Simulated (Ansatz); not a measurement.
Reaction (ligand exchange at the Si–O bond): `C[SiH2]O[SiH3]` + `OC(F)F` → `C[SiH2]OC(F)F` + `O[SiH3]`

Gas-phase electronic energies from Ansatz, PBE0-D4/def2-TZVP geometries. CCSD(T)/CBS is the MP2 limit (def2-TZVPP, def2-QZVPP) plus CCSD(T) − MP2 in def2-TZVPP, frozen cores. This one scheme is used for every species. DFT in def2-TZVPP. B3LYP here is the variant with VWN-RPA as its local correlation; programs differ in this. One conformer a species, not always the lowest.

`C[SiH2]O[SiH3]`:

Z-matrix (Å, degrees):
```
C
Si 1 1.856
H 1 1.092 2 110.9
H 1 1.093 2 110.3 3 -119.8
H 1 1.092 2 110.9 3 120.4
O 2 1.640 1 109.0 3 -60.2
H 2 1.489 1 110.7 3 179.8
H 2 1.489 1 110.7 3 59.8
Si 6 1.632 2 145.8 1 179.9
H 9 1.483 6 108.3 2 -179.8
H 9 1.487 6 110.4 2 -60.0
H 9 1.487 6 110.4 2 60.4
```

`OC(F)F`:

Cartesian coordinates in Å:
```
O 0.502 -0.073 0.964
C -0.031 -0.210 -0.265
F 0.414 0.754 -1.108
F -1.380 -0.077 -0.237
H 0.267 0.797 1.310
H 0.229 -1.190 -0.665
```

`C[SiH2]OC(F)F`:

Cartesian coordinates in Å:
```
C 1.311 -0.106 -1.232
Si 0.882 0.145 0.553
O -0.581 -0.565 0.952
C -1.809 -0.096 0.684
F -1.812 0.642 -0.463
F -2.642 -1.132 0.483
H 0.592 0.398 -1.880
H 1.318 -1.169 -1.484
H 2.306 0.299 -1.438
H 0.812 1.591 0.894
H 1.843 -0.539 1.449
H -2.220 0.531 1.483
```

`O[SiH3]`:

Z-matrix (Å, degrees):
```
Si
O 1 1.648
H 1 1.489 2 111.7
H 1 1.489 2 111.7 3 120.9
H 1 1.481 2 105.9 3 -119.6
H 2 0.957 1 117.9 3 -60.5
```

```tsv
level	ΔE (kJ/mol)	difference from CCSD(T)/CBS
PBE-D4	25.1	-1.4
r2SCAN-D4	25.8	-0.7
B2PLYP	27.7	1.2
PBE	25.1	-1.4
B3LYP	27.9	1.4
CCSD/def2-TZVPP	28.5	2.0
CCSD(T)/def2-TZVPP	27.4	0.9
HF/def2-QZVPP	34.2	7.7
MP2/CBS(def2)	26.2	-0.3
CCSD/CBS(def2)	27.6	1.1
CCSD(T)/CBS	26.5	0
```

Largest T1 diagnostic among the species: 0.012.

In def2-TZVPP, CCSD(T) changes the Hartree–Fock value by −6.2 kJ/mol (the triples alone add −1.1 kJ/mol) and MP2 by −6.5 kJ/mol.
